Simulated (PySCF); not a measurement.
Computed IR spectrum (relative IR intensity) of a molecule CH7ClO2Si2. Coordinates come from a B3LYP-D3(BJ)/def2-SVP optimisation. The values are those of a single conformer. Method: B3LYP-D3(BJ)/def2-SVP in PySCF. Frequencies are harmonic and unscaled.

Lines under 2 % of the strongest are left out, and lines within 2 cm⁻¹ are merged.

ν (cm⁻¹): 46 (vw), 80 (vw), 152 (vw), 338 (w), 372 (m), 506 (w), 562 (w), 600 (vw), 648 (w), 669 (vw), 750 (w), 797 (w), 888 (s), 942 (vs), 962 (s), 987 (w), 1043 (w), 1093 (vs), 1157 (vw), 1372 (vw), 2232 (m), 2238 (m), 2274 (m), 2286 (m), 3007 (w), 3060 (w), 3791 (m) (against the strongest line: vs over 80 %, s over 45 %, m over 15 %, w over 4 %, vw less)

Which molecule gave these data?
A) C[Si](O)(O)[SiH2]Cl
B) C[Si@@H](O)O[SiH2]Cl
C) OC[Si@](O)([SiH3])Cl
D) OC[SiH2]O[SiH2]Cl

D, OC[SiH2]O[SiH2]Cl
